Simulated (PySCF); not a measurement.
Input for PySCF: R-B3LYP/LANL2DZ on CH3GeI (SMILES [CH3][Ge][I]), a point of a torsion scan.

```python
from pyscf import gto, scf, dft, mp
from pyscf.data.elements import chemcore

mol = gto.M(
    atom='''
    C    -0.68437616   -0.03312415   -0.02912282
    Ge    0.87290892    1.27980952    0.01212844
    I     2.67947329   -0.25246223   -0.97362719
    H    -0.81900642   -0.45348416    0.97121747
    H    -1.60870419    0.49723545   -0.26975141
    H    -0.57696684   -0.86082889   -0.72894931
    ''',
    basis='lanl2dz',
    ecp={'Ge': 'lanl2dz', 'I': 'lanl2dz'},
    charge=0, spin=0, verbose=3, max_memory=1800)
mf = dft.RKS(mol, xc='b3lyp')
mf.conv_tol = 1e-8
mf.max_cycle = 100
mf.kernel()
if not mf.converged:
    mf = mf.newton().run(mf.mo_coeff, mf.mo_occ)
```

Give the final energy of this run.

-55.0765 hartree.
